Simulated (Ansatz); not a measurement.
Total energies of Bi3 from Ansatz at PBE-D4/def2-TZVP, gas phase (1 Eh = 27.2114 eV = 2625.5 kJ/mol). The reference geometry is relaxed at PBE0-D4/def2-SVP.

```xyz
3

Bi    0.282   -0.044    1.695
Bi   -0.405   -1.386   -0.935
Bi    0.123    1.430   -0.761
```

```
                 state                     geometry  energy (Eh)
      charge 0 doublet                    reference   -644.10297
      charge 1 singlet                    reference   -643.87058
      charge 0 quartet  relaxed at PBE0-D4/def2-SVP   -644.05640
free Bi atom (quartet)                            –   -214.63705
```

In the def2 sets Bi takes a core potential; there is no spin–orbit coupling.

Q: Work out the vertical ionisation energy to the singlet.

A: E(charge 1 singlet) − E(charge 0 doublet) = -643.87058 − (-644.10297) = 0.23239 Eh = 6.32 eV. For comparison, −ε of the highest occupied level of the spin that leaves is 4.03 eV at this level, 2.29 eV less.

Q: Which of the charge 0 states is lowest, and how far above it are the others?

A: The doublet. quartet: -644.05640 − (-644.10297) = 0.04657 Eh = 122.3 kJ/mol.

Q: What is the binding energy per atom against free atoms?

A: Atoms: 3 × (-214.63705) = -643.91115 Eh. Binding: -643.91115 − (-644.10297) = 0.19182 Eh = 5.22 eV, or 1.74 eV for each of 3 atoms (no zero-point energy, no counterpoise term).

The structure comes from a short search, and lower isomers may exist.
